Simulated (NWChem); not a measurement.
C$_{2}$H$_{4}$FNOSi; SMILES O=C/N=C/[SiH2]F

```xyz
10

O      0.1707     3.3825     0.0000
C     -0.3731     2.3073     0.0000
N      0.3355     1.0627     0.0000
C     -0.4127     0.0123     0.0000
Si     0.4855    -1.6585     0.0000
F     -0.6384    -2.8529     0.0000
H     -1.5053     2.1837     0.0000
H     -1.5363     0.0988     0.0000
H      1.3125    -1.7674     1.2440
H      1.3125    -1.7674    -1.2440
```
Atoms are numbered in this order, from 1.

Computed with NWChem. Pople sets run with spherical d functions. Geometry: optimised at PBE-D3(BJ)/def2-SVP. Atomic charges in e: unrestrained fits to the electrostatic potential beside Mulliken populations; buried atoms are poorly determined by the fit.

**Question.** What does the run give for Hartree-Fock/6-31G*? Quantities: ESP O1; Mulliken O1; ESP C2; Mulliken C2; ESP N3; Mulliken N3; ESP C4; Mulliken C4; ESP Si5; Mulliken Si5; relative RMS misfit of the potential (%).

**Answer.** 
```json
{
 "ESP O1": "-0.55",
 "Mulliken O1": "-0.48",
 "ESP C2": "0.83",
 "Mulliken C2": "0.50",
 "ESP N3": "-0.57",
 "Mulliken N3": "-0.47",
 "ESP C4": "0.13",
 "Mulliken C4": "-0.20",
 "ESP Si5": "0.76",
 "Mulliken Si5": "1.13",
 "relative RMS misfit of the potential (%)": "19"
}
```
